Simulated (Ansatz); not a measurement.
Reaction (hydrogenolysis of the Sn–S bond): `C[S][SnH3]` + H₂ → `[SnH4]` + CH₃SH

Isolated molecules relaxed with PBE0-D4/def2-TZVP in Ansatz; ΔE leaves out vibrations. CCSD(T)/CBS adds triple-zeta CCSD(T) − MP2 to the extrapolated MP2 energy (def2 sets, frozen cores). This one scheme is used for every species. Functionals use def2-TZVPP. def2 core potentials past Kr. For Sn outer-core shells are correlated without core-valence functions, which leaves a few kJ/mol of doubt a bond.

```json
{"species": "`C[S][SnH3]`", "LDA (SPW92) energy (Eh)": "-652.10521"}
{"species": "H₂", "LDA (SPW92) energy (Eh)": "-1.13685"}
{"species": "`[SnH4]`", "LDA (SPW92) energy (Eh)": "-216.27688"}
{"species": "CH₃SH", "LDA (SPW92) energy (Eh)": "-436.95472"}
```

(1) Work out ΔE.

Largest T1 diagnostic among the species: 0.013.

Results:

(1) ΔE = (-216.27688) + (-436.95472) − (-652.10521) − (-1.13685) = 0.01046 Eh = +6.6 kcal/mol. CCSD(T)/CBS gives +9.9 kcal/mol.

Leaving LDA and LC-ωPBE aside and taking each functional with its dispersion term where it has one, the values, not all of them listed here, spread over 4.0 kcal/mol, from B97M-V to revPBE-D4. LDA lies −1.0 kcal/mol from PBE without D4. From r2SCAN to r2SCAN0 (25 % exact exchange), in def2-TZVPP and without D4, ΔE moves by −0.9 kcal/mol. At CCSD(T), def2-SVP lies −5.3 kcal/mol from the extrapolated value and def2-TZVPP −2.8 kcal/mol.
